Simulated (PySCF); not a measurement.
An EPR job on `[CH]1C=CC=C2C=CN=C[C@H]12` [radical].

Computed with UKS B3LYP, IGLO-III on C N, pcH-1 on H, non-relativistic, mean-field spin-orbit, GIAO (PySCF 2.14.0). Geometry: PBE0-D3(BJ)/def2-SVP. The input is one job of a driver script: a line of settings, then coordinates in Å.

Input:
```
{"job": {"kind": "epr"}, "charge": 0, "multiplicity": 2}
C     -1.418097    -1.013297    -0.357461
C     -2.308372     0.008660    -0.378165
C     -1.952001     1.313397     0.099115
C     -0.646780     1.596486     0.462256
C      0.345298     0.603638     0.431169
C      1.723567     0.842997     0.591887
C      2.635619    -0.145451     0.280390
N      2.280985    -1.328939    -0.327107
C      1.036912    -1.637202    -0.396003
C     -0.063686    -0.836016     0.249060
H     -1.688780    -2.004814    -0.732045
H     -3.310138    -0.149888    -0.785723
H     -2.702715     2.106461     0.100354
H     -0.359063     2.619268     0.722009
H      2.073797     1.835107     0.889899
H      3.709597     0.021174     0.400887
H      0.758504    -2.558518    -0.928453
H     -0.132147    -1.260433     1.291721
```

Give the output.

```
UKS, coarse grid
  cycle   1  E = -402.53245010  |g| = 3.41e-01
  cycle   2  E = -402.48049807  |g| = 4.78e-01
  cycle   3  E = -402.58888349  |g| = 1.17e-01
  cycle   4  E = -402.59484605  |g| = 4.98e-02
  cycle   5  E = -402.59624521  |g| = 1.70e-02
  cycle   6  E = -402.59647823  |g| = 8.56e-03
  cycle   7  E = -402.59659738  |g| = 4.23e-03
  cycle   8  E = -402.59666629  |g| = 3.38e-03
  cycle   9  E = -402.59667582  |g| = 1.05e-03
  cycle  10  E = -402.59667767  |g| = 5.66e-04
UKS, final grid
  cycle   1  E = -402.59668097  |g| = 8.21e-04
  cycle   2  E = -402.59668022  |g| = 1.48e-03
  cycle   3  E = -402.59668136  |g| = 1.99e-04
  cycle   4  E = -402.59668139  |g| = 7.44e-05
  cycle   5  E = -402.59668140  |g| = 6.14e-05
  cycle   6  E = -402.59668141  |g| = 1.91e-05
E = -402.59668141 Eh   <S^2> = 0.8071 (exact 0.7500)
g shifts (ppm)      1          2          3
  rmc          -137       -137       -137
  gc             17         28         31
  oz_so        -318        578        791
  total        -438        468        685
hyperfine (MHz)  atom isotope    a_iso     a_fc   dipolar eigenvalues
    0   13C      36.39      36.39    -21.78    -19.63     41.41
    1   13C     -24.08     -24.08    -16.94      7.38      9.56
    2   13C      32.89      32.89    -28.89    -26.67     55.56
    3   13C     -29.69     -29.69    -24.35     10.93     13.42
    4   13C      45.39      45.39    -28.45    -26.79     55.24
    5   13C     -28.31     -28.31    -23.01     10.44     12.57
    6   13C      33.21      33.21    -28.13    -25.57     53.70
    7   14N      -5.41      -5.41     -7.25      3.27      3.98
    8   13C      52.93      52.93    -20.12    -17.08     37.19
    9   13C     -33.17     -33.17     -0.87     -0.50      1.37
   10    1H     -19.46     -19.46     -9.86     -1.06     10.92
   11    1H       7.60       7.60     -2.72     -0.88      3.60
   12    1H     -25.09     -25.09    -14.34      0.18     14.16
   13    1H      10.48      10.48     -2.83     -2.32      5.16
   14    1H      10.89      10.89     -2.77     -1.98      4.74
   15    1H     -24.40     -24.40    -13.66     -0.10     13.75
   16    1H     -17.43     -17.43     -8.64     -1.45     10.09
   17    1H     276.08     276.08     -1.96     -0.62      2.58
```

rmc, gc and oz_so are the mass-correction, gauge-correction and orbital-Zeeman/spin–orbit parts of the g shift along its three principal axes; a_iso is the isotropic hyperfine coupling and a_fc its Fermi-contact part. The program numbers atoms from 0.

Get g_iso from the total shifts.

Their mean is 238 ppm; added to g_e = 2.002319 it gives 2.00256.

How far is ⟨S²⟩ from the pure-spin value?

S = 0.5 gives S(S+1) = 0.75; the run has 0.8071, 0.0571 more.

Main results: ⟨S²⟩ 0.807; g_iso 2.0026.

One conformer (not necessarily the lowest) at the PBE0-D3(BJ)/def2-SVP geometry, without solvent, vibrations or thermal averaging.

On one thread of an x86-64 server (shared host), this took 2.2 min.
Labels such as C1 count atoms from 1, the log's own numbers from 0.
